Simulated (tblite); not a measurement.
Species: C4H11NSi.
Numbering: `[CH3:1][C@@H:2]1[CH2:3][CH2:4][Si@@H:5]1[NH2:6]` (hydrogens: H7, H8, H9 on C1; H10 on C2; H11, H12 on C3; H13, H14 on C4; H15 on Si5; H16, H17 on N6)

Computed with GFN2-xTB (tblite), gas phase: L-BFGS steps from a force-field or distance-geometry start until the largest atomic force falls under 0.01 eV/Å.

Step 39: E = -511.7992 eV
```
atom  x, y, z in Å  |  force x, y, z in eV/Å
C1     -1.2546   -1.2707   -0.6296   -0.007  -0.008  -0.010
C2     -0.8842   -0.2279    0.4141   -0.046   0.040  -0.028
C3     -0.9467    1.2223   -0.1215    0.012   0.030   0.004
C4      0.5420    1.6239   -0.0303   -0.031   0.015  -0.005
Si5     0.9749   -0.0268    0.8420   -0.005   0.017  -0.023
N6      2.0306   -1.1852    0.1311   -0.005  -0.022   0.020
H7     -2.2878   -1.1420   -0.9541   -0.008  -0.007   0.014
H8     -0.6143   -1.1862   -1.5050    0.011  -0.003  -0.004
H9     -1.1462   -2.2729   -0.2212    0.017  -0.013  -0.013
H10    -1.5461   -0.3595    1.2720    0.005  -0.008   0.012
H11    -1.5718    1.8581    0.5062    0.025  -0.023  -0.003
H12    -1.3396    1.2727   -1.1388    0.045  -0.015   0.046
H13     0.9873    1.7743   -1.0132    0.011  -0.019   0.021
H14     0.7023    2.5408    0.5336   -0.005   0.000  -0.021
H15     1.3581    0.0490    2.2500   -0.006  -0.005   0.014
H16     2.9428   -1.3432    0.5211    0.015   0.032   0.003
H17     2.0464   -1.3147   -0.8661   -0.026  -0.014  -0.027
```

Step 40: E = -511.7999 eV
```
atom  x, y, z in Å  |  force x, y, z in eV/Å
C1     -1.2566   -1.2706   -0.6318   -0.004  -0.021  -0.016
C2     -0.8830   -0.2278    0.4107   -0.057   0.033  -0.027
C3     -0.9463    1.2233   -0.1225    0.011   0.027   0.008
C4      0.5426    1.6246   -0.0289   -0.030   0.010  -0.006
Si5     0.9756   -0.0268    0.8414   -0.010   0.013  -0.022
N6      2.0332   -1.1862    0.1350   -0.009  -0.021   0.028
H7     -2.2928   -1.1468   -0.9492    0.004   0.005   0.008
H8     -0.6210   -1.1850   -1.5101    0.007   0.010  -0.018
H9     -1.1427   -2.2734   -0.2267    0.019  -0.016   0.005
H10    -1.5443   -0.3600    1.2686    0.001  -0.007   0.028
H11    -1.5713    1.8576    0.5069    0.027  -0.023   0.002
H12    -1.3422    1.2764   -1.1388    0.064  -0.018   0.046
H13     0.9912    1.7743   -1.0102    0.004  -0.005   0.010
H14     0.7034    2.5396    0.5377   -0.010   0.006  -0.031
H15     1.3581    0.0544    2.2491   -0.007  -0.011   0.018
H16     2.9499   -1.3332    0.5196    0.006   0.033  -0.010
H17     2.0391   -1.3282   -0.8606   -0.017  -0.015  -0.023
```

Step 41: E = -511.8005 eV
```
atom  x, y, z in Å  |  force x, y, z in eV/Å
C1     -1.2579   -1.2713   -0.6337    0.002  -0.022  -0.014
C2     -0.8835   -0.2271    0.4075   -0.042   0.011  -0.011
C3     -0.9454    1.2248   -0.1232    0.006   0.013   0.013
C4      0.5432    1.6245   -0.0277   -0.014   0.002  -0.004
Si5     0.9751   -0.0269    0.8416   -0.014   0.002  -0.010
N6      2.0341   -1.1870    0.1380   -0.015  -0.016   0.029
H7     -2.2965   -1.1524   -0.9454    0.014   0.013  -0.003
H8     -0.6250   -1.1841   -1.5138   -0.004   0.019  -0.027
H9     -1.1383   -2.2743   -0.2306    0.019  -0.012   0.018
H10    -1.5441   -0.3599    1.2657   -0.004  -0.005   0.034
H11    -1.5694    1.8575    0.5078    0.018  -0.012   0.015
H12    -1.3436    1.2799   -1.1378    0.071  -0.015   0.023
H13     0.9960    1.7711   -1.0071   -0.004   0.010  -0.005
H14     0.7057    2.5383    0.5401   -0.014   0.017  -0.036
H15     1.3563    0.0584    2.2498   -0.008  -0.017   0.011
H16     2.9558   -1.3221    0.5157   -0.006   0.032  -0.023
H17     2.0305   -1.3372   -0.8568   -0.005  -0.017  -0.008
```

Step 42: E = -511.8009 eV
```
atom  x, y, z in Å  |  force x, y, z in eV/Å
C1     -1.2581   -1.2724   -0.6348    0.009  -0.012  -0.005
C2     -0.8852   -0.2264    0.4057   -0.012  -0.013   0.010
C3     -0.9445    1.2260   -0.1232    0.002  -0.006   0.016
C4      0.5438    1.6239   -0.0268    0.007  -0.005  -0.001
Si5     0.9736   -0.0273    0.8425   -0.017  -0.009   0.006
N6      2.0332   -1.1876    0.1392   -0.022  -0.012   0.022
H7     -2.2978   -1.1567   -0.9438    0.017   0.013  -0.013
H8     -0.6257   -1.1838   -1.5153   -0.015   0.021  -0.028
H9     -1.1346   -2.2752   -0.2319    0.017  -0.003   0.021
H10    -1.5454   -0.3595    1.2644   -0.006  -0.003   0.027
H11    -1.5671    1.8579    0.5089    0.006   0.002   0.026
H12    -1.3432    1.2822   -1.1365    0.062  -0.009  -0.009
H13     1.0000    1.7663   -1.0051   -0.012   0.020  -0.016
H14     0.7081    2.5376    0.5398   -0.017   0.026  -0.035
H15     1.3535    0.0597    2.2517   -0.010  -0.022   0.001
H16     2.9588   -1.3134    0.5109   -0.009   0.029  -0.028
H17     2.0235   -1.3396   -0.8556    0.002  -0.018   0.006
```

Question: Estimate the geometry and energy of step 43. (The exact step hangs on the optimiser's Hessian estimate; all steps are aligned on step 42, rigid shifts and turns removed.)

Answer: E = -511.8014 eV, largest force 0.057 eV/Å
```
atom  x, y, z in Å  |  force x, y, z in eV/Å
C1     -1.2579   -1.2736   -0.6356    0.013   0.004   0.005
C2     -0.8873   -0.2258    0.4047    0.020  -0.032   0.030
C3     -0.9436    1.2271   -0.1226   -0.001  -0.023   0.016
C4      0.5445    1.6231   -0.0262    0.025  -0.008   0.003
Si5     0.9718   -0.0278    0.8438   -0.016  -0.016   0.022
N6      2.0314   -1.1883    0.1401   -0.024  -0.011   0.004
H7     -2.2981   -1.1601   -0.9432    0.016   0.008  -0.020
H8     -0.6257   -1.1833   -1.5164   -0.025   0.020  -0.021
H9     -1.1311   -2.2761   -0.2321    0.014   0.009   0.017
H10    -1.5469   -0.3591    1.2641   -0.007  -0.002   0.013
H11    -1.5649    1.8585    0.5103   -0.005   0.013   0.030
H12    -1.3412    1.2838   -1.1353    0.044  -0.001  -0.036
H13     1.0033    1.7619   -1.0037   -0.021   0.024  -0.023
H14     0.7101    2.5378    0.5381   -0.017   0.031  -0.030
H15     1.3505    0.0598    2.2537   -0.011  -0.024  -0.009
H16     2.9605   -1.3055    0.5058   -0.011   0.027  -0.028
H17     2.0177   -1.3403   -0.8552    0.004  -0.017   0.026
```

The energy changes by -0.0005 eV. The first-order estimate −F·Δx gives -0.0006 eV and the mean of the old and new forces, exact on a quadratic surface, -0.0005 eV. The step makes an angle of 72° with the force vector and moves no atom by more than 0.010 Å.

The cost below is that of the whole relaxation. Time: 1.5 s of wall time. Hardware: one thread, Intel Xeon at 2.50 GHz (x86_64), shared host with 64 logical CPUs at a one-minute load of 62.
